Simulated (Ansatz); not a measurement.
`CC(=O)[O][GeH3]` + `[SiH3]SCS` → `SC[S][GeH3]` + `CC(=O)O[SiH3]`  (redistribution)

Gas-phase electronic energies from Ansatz, PBE0-D4/def2-TZVP geometries. CCSD(T)/CBS adds triple-zeta CCSD(T) − MP2 to the extrapolated MP2 energy (def2 sets, frozen cores). For Ge outer-core shells are correlated without core-valence functions, which leaves a few kJ/mol of doubt a bond. Scalar relativity is left out up to krypton. One conformer a species, not always the lowest.

| species | CCSD(T)/CBS(def2) energy (Eh) |
| --- | --- |
| `CC(=O)[O][GeH3]` | -2306.19992 |
| `[SiH3]SCS` | -1126.30028 |
| `SC[S][GeH3]` | -2913.32691 |
| `CC(=O)O[SiH3]` | -519.18600 |

(1) Work out ΔE.

Largest T1 diagnostic among the species: 0.014.

Results:

(1) ΔE = (-2913.32691) + (-519.18600) − (-2306.19992) − (-1126.30028) = -0.01271 Eh = -8.0 kcal/mol.

In def2-TZVPP, CCSD(T) changes the Hartree–Fock value by +1.9 kcal/mol (the triples alone add +0.5 kcal/mol) and MP2 by +1.8 kcal/mol. From PBE to PBE0 (25 % exact exchange), in def2-TZVPP and without D4, ΔE moves by −0.9 kcal/mol.
